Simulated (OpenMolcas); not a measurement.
## Multiconfigurational calculation on V I

Input:

```
&GATEWAY
Coord
1

V 0.0 0.0 0.0
Basis=ANO-RCC-VDZ
Group=XYZ
NoMove
AngMom=0.0 0.0 0.0
AMFI
&SEWARD
&RASSCF
FileOrb=start.orb
Symmetry=1
Spin=4
nActEl=5 0 0
Inactive=3 6
Ras2=6 0
CIRoot=50 50 1
SDav=84
CIMx=300
Iter=120 100
PrWF=0.3
OrbListing=Nothing
MaxOrb=0
Atom
>>> COPY $Project.JobIph JOB001
&RASSCF
FileOrb=start.orb
Symmetry=1
Spin=6
nActEl=5 0 0
Inactive=3 6
Ras2=6 0
CIRoot=6 6 1
SDav=6
CIMx=300
Iter=120 100
PrWF=0.3
OrbListing=Nothing
MaxOrb=0
Atom
CIOnly
>>> COPY $Project.JobIph JOB002
&RASSCF
FileOrb=start.orb
Symmetry=1
Spin=2
nActEl=5 0 0
Inactive=3 6
Ras2=6 0
CIRoot=132 132 1
SDav=210
CIMx=300
Iter=120 100
PrWF=0.3
OrbListing=Nothing
MaxOrb=0
Atom
CIOnly
>>> COPY $Project.JobIph JOB003
&RASSI
NrOfJobIphs=3 33 5 9
1 2 3 4 5 6 7 8 9 10 11 12 13 14 15 16 17 18 19 20 21 22 23 24 25 26 27
28 29 30 31 32 33
1 2 3 4 5
1 2 3 4 5 6 7 8 9
IphNames
JOB001
JOB002
JOB003
EJob
SpinOrbit
DIPRint=1.0
SOCoupling=1000.0
Subsets=2
MEES
Property=10
'ANGMOM' 1 'ANGMOM' 2 'ANGMOM' 3 'MLTPL  1' 1 'MLTPL  1' 2 'MLTPL  1' 3
'AMFI' 1 'AMFI' 2 'AMFI' 3 'MLTPL  2' 6
SOProperty=3
'ANGMOM' 1 'ANGMOM' 2 'ANGMOM' 3
```

Launched by
```bash
OMP_NUM_THREADS=1 MOLCAS_MEM=2252 MOLCAS_PROJECT=a pymolcas a.inp > a.log  # once for each step of the input, in one work folder
```

A driver script runs the steps one by one and writes start.orb anew before each from the orbitals found so far, so a CI-only block uses the converged orbitals of the first block.

Output, cut to the results:

```
--- SEWARD ---
Basis set label: V.ANO-RCC...5S4P2D.

      Electronic valence basis set:
      ------------------
      Associated Effective Charge  23.000000 au
      Associated Actual Charge     23.000000 au
      Nuclear Model: Point charge

      Shell  nPrim  nBasis  Cartesian Spherical Contaminant
         s      21       5        X
         p      15       4        X
         d      10       2                 X
                  Relativistic Douglas-Kroll-Hess integrals:
                    - DKH order of Hamiltonian: 2
                    - DKH order of Properties : 0
                  Atomic mean-field integrals
--- RASSCF ---
Wave function specifications:
      -----------------------------

      Number of closed shell electrons          18
      Number of electrons in active shells       5
      Max number of holes in RAS1 space          0
      Max nr of electrons in RAS3 space          0
      Number of inactive orbitals                9
      Number of active orbitals                  6
      Number of secondary orbitals              12
      Spin quantum number                      1.5
      State symmetry                             1
Orbital specifications:
      -----------------------

      Symmetry species                           1   2
                                                ag  au
      Frozen orbitals                            0   0
      Inactive orbitals                          3   6
      Active orbitals                            6   0
      RAS1 orbitals                              0   0
      RAS2 orbitals                              6   0
      RAS3 orbitals                              0   0
      Secondary orbitals                         6   6
      Deleted orbitals                           0   0
      Number of basis functions                 15  12
      Number of CSFs                            84
      Number of root(s) required                50
      Iter CI   SX   CI       RASSCF       Energy    max ROT     max BLB   max BLB  Level Ln srch  Step   QN
          iter iter root      energy       change     param      element    value   shift minimum  type update
 Nr of preliminary CI iterations:   1
        1   1    4    0  -948.03955411    0.00E+00   3.82E-03    4  10 2  4.01E-03*  0.27   0.00    SX    NO
        2   1    4    0  -948.03958729   -3.32E-05*  1.64E-03    4  10 2 -4.43E-03*  0.27   0.00    SX    NO
        3   1    4    0  -948.03959635   -9.06E-06*  1.08E-03    4  10 2  2.00E-03*  0.27   0.00    SX    NO
        4   1    4    0  -948.03959921   -2.85E-06* -5.85E-04    4  10 2 -1.29E-03*  0.27   0.00    SX    NO
        5   1    4    0  -948.03960014   -9.32E-07*  2.17E-04    4  10 2  7.04E-04*  0.27   0.64    QN   YES
        6   1    3    0  -948.03960059   -4.54E-07*  3.69E-05    9  10 1 -2.20E-05   0.27   1.00    QN   YES
        7   1    3    0  -948.03960059   -1.33E-09   5.02E-05    9  10 1 -1.26E-05   0.27   2.45    QN   YES
      Convergence after  7 iterations
        8   1    3    0  -948.03960059   -6.72E-10   5.02E-05    4   7 2 -1.01E-06   0.27   2.45    QN   YES
      Natural orbitals and occupation numbers for root  1
      sym 1:   0.034969   0.998952   0.034793   0.977976   0.977013   1.976296
      Natural orbitals and occupation numbers for root  2
      sym 1:   0.998465   0.112338   0.899815   0.112812   0.899085   1.977486
      Natural orbitals and occupation numbers for root  3
      sym 1:   0.115157   0.896080   0.997060   0.898188   0.115988   1.977527
::    RASSCF root number  1 Total energy:   -948.08238106
::    RASSCF root number  2 Total energy:   -948.08238106
::    RASSCF root number  3 Total energy:   -948.08238106
::    RASSCF root number  4 Total energy:   -948.08238106
::    RASSCF root number  5 Total energy:   -948.08238106
::    RASSCF root number  6 Total energy:   -948.08238106
::    RASSCF root number  7 Total energy:   -948.08238106
::    RASSCF root number  8 Total energy:   -948.07270041
::    RASSCF root number  9 Total energy:   -948.07270041
::    RASSCF root number 10 Total energy:   -948.07270041
::    RASSCF root number 11 Total energy:   -948.07270041
::    RASSCF root number 12 Total energy:   -948.07270041
::    RASSCF root number 13 Total energy:   -948.04308711
::    RASSCF root number 14 Total energy:   -948.04308711
::    RASSCF root number 15 Total energy:   -948.04308711
::    RASSCF root number 16 Total energy:   -948.04129374
::    RASSCF root number 17 Total energy:   -948.04129374
...
--- RASSI ---
SPIN-FREE ENERGIES:
  (Shifted by EMIN (a.u.) =       -948.1192704886)

 SF State       Relative EMIN(au)   Rel lowest level(eV)    D:o, cm**(-1)      L_eff

    34             0.0000000000        0.0000000000              0.0000         2.0
    35             0.0000000000        0.0000000000              0.0000         2.0
    36             0.0000000000        0.0000000000              0.0000         2.0
    37             0.0000000000        0.0000000000              0.0000         2.0
    38             0.0000000000        0.0000000000              0.0000         2.0
     6             0.0368894247        1.0038123835           8096.2929         3.0
     7             0.0368894247        1.0038123835           8096.2929         3.0
     1             0.0368894247        1.0038123835           8096.2929         3.0
     2             0.0368894247        1.0038123835           8096.2929         3.0
     3             0.0368894247        1.0038123835           8096.2929         3.0
     4             0.0368894247        1.0038123835           8096.2929         3.0
     5             0.0368894247        1.0038123835           8096.2929         3.0
     8             0.0465700757        1.2672363180          10220.9502         2.0
     9             0.0465700757        1.2672363180          10220.9502         2.0
    10             0.0465700757        1.2672363180          10220.9502         2.0
    11             0.0465700757        1.2672363180          10220.9502         2.0
    12             0.0465700757        1.2672363180          10220.9502         2.0
    13             0.0761833779        2.0730553213          16720.3188         1.0
    14             0.0761833779        2.0730553213          16720.3188         1.0
    15             0.0761833779        2.0730553213          16720.3188         1.0
    21             0.0779767504        2.1218554744          17113.9186         5.0
...
```

Levels above the lowest, from the spin-orbit matrix, grouped by J:

| Configuration | Term | J | E (cm-1) | g | Term weight % |
| --- | --- | --- | --- | --- | --- |
| 3d4 4s | 6D | 1/2 | 0.0 | 3.339 | 100 |
| 3d4 4s | 6D | 3/2 | 44.2 | 1.869 | 100 |
| 3d4 4s | 6D | 5/2 | 117 | 1.659 | 100 |
| 3d4 4s | 6D | 7/2 | 218 | 1.589 | 100 |
| 3d4 4s | 6D | 9/2 | 346 | 1.557 | 100 |
| 3d3 4s2 | 4F | 3/2 | 8019 | 0.399 | 100 |
| 3d3 4s2 | 4F | 5/2 | 8137 | 1.029 | 100 |
| 3d3 4s2 | 4F | 7/2 | 8301 | 1.239 | 100 |
| 3d3 4s2 | 4F | 9/2 | 8510 | 1.334 | 100 |
| 3d4 4s | 4D | 1/2 | 10231 | -0.002 | 100 |
| 3d4 4s | 4D | 3/2 | 10296 | 1.200 | 100 |
| 3d4 4s | 4D | 5/2 | 10404 | 1.372 | 100 |
| 3d4 4s | 4D | 7/2 | 10556 | 1.430 | 100 |
| 3d4 4s | 4P | 1/2 | 16664 | 2.671 | 100 |
| 3d4 4s | 4P | 3/2 | 16823 | 1.735 | 100 |

Against the 12 measured excited levels shown (NIST Handbook of Basic Atomic Spectroscopic Data) the mean absolute deviation is 6300 cm-1; the largest miss in energy is 3d4 4s 6D 1/2: computed -8019, measured 2112 cm-1 (-479.6 %). Levels of one J stand in another order than measured, so their pairing by name is doubtful. These deviations count from the computed level that pairs with the measured ground level.

Some high roots are left out of the spin-orbit mixing, which shifts the levels that they would mix with. Without dynamic correlation excited terms often stand tens of per cent too high (terms of higher spin than the ground term too low), and those without a measured partner can miss by more than the paired ones. Terms from blocks run as CI alone lack orbitals of their own. The lowest computed level is not the ground level that NIST lists (4F3/2). Configurations are named by rounded mean occupations; where the s occupation lies near a half they are strongly mixed, a name can repeat and a true partner stay unpaired. A single d shell beside an s shell can misplace configurations of different d count against each other. Computed and measured levels are paired by configuration, term and J; levels that our copy of the source lacks, or whose pairing is in doubt (as where it misses far off the trend of its configuration), stay unpaired and out of the deviations. Only configurations of the active space appear. The first state left out of the spin-orbit step lies near 21000 cm-1 above the lowest spin-free state of the reference (among the parities and spins computed), and the list stops at four fifths of that energy or lower.

The term weight is that of the spin-free term in the level, not the purity of its configuration.
